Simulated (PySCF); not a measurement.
## N⁵⁺ (nitrogen, charge +5): Hartree-Fock from Schrödinger to Dirac-Coulomb-Breit

Occupied: 1s1/2. Hartree-Fock calculated with PySCF 2.14 in an even-tempered Gaussian basis (19 s from 0.13 bohr⁻², ratio 2.3; 12 p from 0.16 bohr⁻², ratio 2.3), Gaussian nucleus throughout. NR is non-relativistic, sf-X2C the spin-free one-electron X2C Hamiltonian, X2C adds the bare one-electron spin-orbit term, X2C-SNSO screens it by Boettger's factors, DC is four-component Dirac-Coulomb, and the Gaunt and Breit terms are added at first order (total energies over the DC spinors, levels after relaxing the spinors in that mean field). QED terms are absent. Levels marked empty are virtual spinors of this ion.

```json
{"level (eV)": "1s1/2", "NR": "-552.17", "sf-X2C": "-552.45", "X2C": "-552.45", "X2C-SNSO": "-552.45"}
{"level (eV)": "2s1/2 (empty)", "NR": "-97.705", "sf-X2C": "-97.766", "X2C": "-97.766", "X2C-SNSO": "-97.766"}
{"level (eV)": "2p1/2 (empty)", "NR": "-87.647", "sf-X2C": "-87.663", "X2C": "-87.696", "X2C-SNSO": "-87.692"}
{"level (eV)": "2p3/2 (empty)", "NR": "-87.647", "sf-X2C": "-87.663", "X2C": "-87.647", "X2C-SNSO": "-87.649"}
{"level (eV)": "3s1/2 (empty)", "NR": "-41.280", "sf-X2C": "-41.300", "X2C": "-41.300", "X2C-SNSO": "-41.300"}
```

Problem. Where do the four-component calculations put these levels?

Solution. 1s1/2: DC -552.50, DC+Gaunt -552.40, DC+Breit -552.40; 2s1/2 (empty): DC -97.769, DC+Gaunt -97.762, DC+Breit -97.763; 2p1/2 (empty): DC -87.689, DC+Gaunt -87.676, DC+Breit -87.678; 2p3/2 (empty): DC -87.651, DC+Gaunt -87.645, DC+Breit -87.647; 3s1/2 (empty): DC -41.301, DC+Gaunt -41.299, DC+Breit -41.299 (eV).

| Hamiltonian | E (hartree) | E − E(DC) (hartree) | CPU seconds |
| --- | --- | --- | --- |
| NR | -44.7361 | 0.0280 | 0.34 |
| sf-X2C | -44.7622 | 0.0020 | 0.2 |
| X2C | -44.7622 | 0.0020 | 0.2 |
| X2C-SNSO | -44.7622 | 0.0020 | 0.2 |
| DC | -44.7642 | 0.0000 | 2.7 |
| DC+Gaunt | -44.7602 | 0.0040 | 5.5 |
| DC+Breit | -44.7602 | 0.0040 | 55 |

Weight of the small component: 1s1/2 0.000596, 2s1/2 9.80e-05, 2p1/2 9.21e-05, 2p3/2 9.21e-05, 3s1/2 4.11e-05.

Koopmans' value for the highest occupied level at DC+Breit: 552.40 eV, against an ionisation energy of 552.07 eV (theoretical estimate listed by NIST; NIST Atomic Spectra Database, ionization energies); the former lacks relaxation, correlation, QED and recoil.

The whole ladder took 66 s of wall time on 1 thread of Neoverse-N1 (shared host), launched as `OMP_NUM_THREADS=1 python relrun2.py TASK.json OUT` (a driver that calls PySCF for each Hamiltonian).
